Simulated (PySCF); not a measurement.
Successive ionisation energies of one element at GMP2 (screened spin-orbit), starting from the ion with 15 electrons. Calculated with PySCF 2.14, two-component X2C-1e (Gaussian nucleus, no Breit or QED terms), each ion in its own even-tempered basis; GMP2 freezes the deep shells of the larger ions and drops the highest virtual spinors; eV.

3224.4, 3420.0, 3518.9, 3709.0, 3802.1, 8678.1, 8923.2, 9191.1, 9443.4, 10149.5, 10434.4, 10806.1

(1) Which element is it?

Answers

(1) Lanthanum (La, Z = 57); the list starts at La(42+). The hydrogenic estimate 13.606 eV × (q + 1)²/n² with q = 42 and n = 3 gives 2795.2 eV for the first entry, a lower bound because the other electrons screen the nucleus only in part.
